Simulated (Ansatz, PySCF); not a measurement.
Mo(O)2(Cl)(OMe) (CH3ClMoO3), SMILES [O]=[Mo](=[O])([Cl])[O]C, multiplicity 1. Atoms are numbered in the order given.

```xyz
9

Mo     0.2104    -0.0581     0.1854
O      1.8461    -0.2464     0.5365
O     -0.6459    -1.1913     1.0876
Cl    -0.4795     2.0531     0.7426
O     -0.0839    -0.3760    -1.6076
C     -0.8006    -1.2178    -2.4858
H     -1.3488    -0.5911    -3.2069
H     -0.0932    -1.8600    -3.0340
H     -1.5171    -1.8469    -1.9319
```
Charge 0, spin multiplicity 1.

The structure is a stationary point at B3LYP-D3(BJ)/def2-SVP. The multiplicity is an assumed one; other spin states were not compared. The def2 effective core potentials stand for the cores of Mo; spin–orbit coupling is left out. One conformer was computed; it need not be the lowest.

Two levels are set side by side: PBE-D3(BJ)/def2-SVP (Ansatz, a quantum-chemistry and plane-wave program) and B3LYP-D3(BJ)/def2-SVP (Ansatz). Each level has its own optimised geometry; the coordinates shown are those of the second. Frequencies come from the Hessian of PySCF at each geometry. Differences are taken from unrounded values.

```csv
quantity,B3LYP-D3(BJ)
mean bond length (Å),1.527
bond Mo1–O2 (Å),1.683
bond Mo1–O3 (Å),1.683
bond Mo1–Cl4 (Å),2.290
bond Mo1–O5 (Å),1.845
bond O5–C6 (Å),1.412
bond C6–H7 (Å),1.101
bond C6–H8 (Å),1.102
bond C6–H9 (Å),1.103
highest harmonic wavenumber (cm⁻¹),3121
mean harmonic wavenumber (cm⁻¹),1033
zero-point energy (kcal/mol),31.01
```

What does PBE-D3(BJ) give, and how far is it from B3LYP-D3(BJ)? (The exact figures need the calculation; the answer reports its results.)


```json
[
 {"quantity": "mean bond length (Å)", "PBE-D3(BJ)": "1.535", "PBE-D3(BJ) minus B3LYP-D3(BJ)": "0.008"},
 {"quantity": "bond Mo1–O2 (Å)", "PBE-D3(BJ)": "1.697", "PBE-D3(BJ) minus B3LYP-D3(BJ)": "0.013"},
 {"quantity": "bond Mo1–O3 (Å)", "PBE-D3(BJ)": "1.696", "PBE-D3(BJ) minus B3LYP-D3(BJ)": "0.013"},
 {"quantity": "bond Mo1–Cl4 (Å)", "PBE-D3(BJ)": "2.289", "PBE-D3(BJ) minus B3LYP-D3(BJ)": "-0.001"},
 {"quantity": "bond Mo1–O5 (Å)", "PBE-D3(BJ)": "1.855", "PBE-D3(BJ) minus B3LYP-D3(BJ)": "0.010"},
 {"quantity": "bond O5–C6 (Å)", "PBE-D3(BJ)": "1.414", "PBE-D3(BJ) minus B3LYP-D3(BJ)": "0.002"},
 {"quantity": "bond C6–H7 (Å)", "PBE-D3(BJ)": "1.110", "PBE-D3(BJ) minus B3LYP-D3(BJ)": "0.009"},
 {"quantity": "bond C6–H8 (Å)", "PBE-D3(BJ)": "1.110", "PBE-D3(BJ) minus B3LYP-D3(BJ)": "0.009"},
 {"quantity": "bond C6–H9 (Å)", "PBE-D3(BJ)": "1.111", "PBE-D3(BJ) minus B3LYP-D3(BJ)": "0.009"},
 {"quantity": "highest harmonic wavenumber (cm⁻¹)", "PBE-D3(BJ)": "3053", "PBE-D3(BJ) minus B3LYP-D3(BJ)": "-68"},
 {"quantity": "mean harmonic wavenumber (cm⁻¹)", "PBE-D3(BJ)": "1003", "PBE-D3(BJ) minus B3LYP-D3(BJ)": "-30"},
 {"quantity": "zero-point energy (kcal/mol)", "PBE-D3(BJ)": "30.11", "PBE-D3(BJ) minus B3LYP-D3(BJ)": "-0.90"}
]
```

GGA bonds tend to be longer and softer than those of functionals with exact exchange. Differences between two approximate levels are no errors against the true value.
